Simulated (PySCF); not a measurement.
# Orbital picture of BeCl

CAM-B3LYP at R = 1.850 Å; PySCF, no relativity, basis sets Be 3-21G, Cl 3-21G. State: ²Σ⁺ (doublet), unpaired electrons σ ↑. Only the outer orbitals are listed, counted within each symmetry.

```tsv
spin	orbital	occ.	ε (eV)	on Be (%)	main shells (%)
α	5σ	1	-24.59	4	94 Cl s
α	6σ	1	-12.73	19	76 Cl p, 13 Be s
α	2π	1	-10.92	7	93 Cl p
α	2π	1	-10.92	7	93 Cl p
α	7σ	1	-7.75	96	67 Be s, 29 Be p
α	3π	0	-0.06	95	95 Be p
α	3π	0	-0.06	95	95 Be p
β	5σ	1	-24.52	4	95 Cl s
β	6σ	1	-12.55	18	77 Cl p, 10 Be s
β	2π	1	-10.91	6	94 Cl p
β	2π	1	-10.91	6	94 Cl p
β	7σ	0	-1.75	98	84 Be s, 15 Be p
β	3π	0	0.62	96	96 Be p
β	3π	0	0.62	96	96 Be p
```

Which are the highest filled and the lowest empty level, where do they sit, and how wide is the gap?

Highest filled α 7σ at -7.75 eV (in %: 67 Be s, 29 Be p); lowest empty β 7σ at -1.75 eV (in %: 84 Be s, 15 Be p); the gap at CAM-B3LYP is 6.00 eV.

```
bond order (Mayer)                               : 1.10
⟨S²⟩                                             : 0.751
charge on Be (Mulliken, basis-dependent)         : 0.33
charge on Be (Löwdin, basis-dependent)           : 0.05
dipole moment (positive dipole means Be(−)Cl(+)) : -1.65 D
polarisability along the bond                    : 33.0 bohr³
polarisability across the bond                   : 28.2 bohr³
```

3-21G is very small, so such numbers show the basis as much as the molecule. The state was picked by a PBE0 search and need not be the measured ground state.
